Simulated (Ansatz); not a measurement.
Total energies of C3H7ClOZn, SMILES `CC(C)[O][Zn][Cl]`.

Cartesian coordinates in Å:
```
C 0.8595 -1.0246 0.5249
C -0.1423 0.0928 0.7484
C 0.3260 1.3983 0.1334
O -1.4205 -0.2640 0.2812
Zn -1.7474 -0.6243 -1.4214
Cl -2.2985 -1.0776 -3.3819
H 1.8300 -0.7917 0.9706
H 1.0192 -1.1821 -0.5501
H 0.4935 -1.9572 0.9579
H -0.2543 0.2432 1.8318
H 0.4782 1.2763 -0.9473
H 1.2746 1.7296 0.5638
H -0.4181 2.1814 0.2888
```

The species carries charge 0 and has multiplicity 1. For Zn the d shell is correlated and the shells below it are frozen. Scalar relativity is left out up to krypton. The geometry is a stationary point of PBE0-D4/def2-TZVP. It is one conformer, not always the lowest. Basis def2-TZVPP, Ansatz.

RPA on PBE orbitals: Hartree–Fock energy of these orbitals -2429.91227 Eh, correlation -2.17963 Eh (frozen core).

```tsv
functional	energy without D4 (Eh)	D4 term (kJ/mol)
LDA (SPW92)	-2427.48258	–
PBE	-2432.81301	-27.6
revPBE	-2433.24473	-86.7
B97M-V	-2433.02391	–
PBE0	-2432.88899	-23.5
r2SCAN0	-2433.30054	-8.4
HSE06 (plane-wave form)	-2432.86903	-21.8
BHLYP	-2433.36078	-32.9
CAM-B3LYP	-2433.55154	-23.8
LC-ωPBE	-2433.04750	–
ωB97X-V	-2433.22370	–
ωB97M-V	-2433.30853	–
B2PLYP	-2432.94610	–
PBE-QIDH	-2432.53699	–
```

(1) Give the same for BLYP, r2SCAN, B3LYP, r2SCANh. (Estimate.)

B3LYP takes the VWN-RPA correlation (the form of Gaussian; ORCA's B3LYP/G). HSE06 is the plane-wave form, built on full-range PBE exchange. The double hybrids freeze the cores in their second-order part.

Answers

(1) The calculation gave: 
```
functional  energy without D4 (Eh)  D4 term (kJ/mol)
      BLYP             -2433.51489             -60.5
    r2SCAN             -2433.36376              -7.2
     B3LYP             -2433.58747             -44.1
   r2SCANh             -2433.33751              -7.6
```

LC-ωPBE has ω = 0.4 bohr⁻¹.
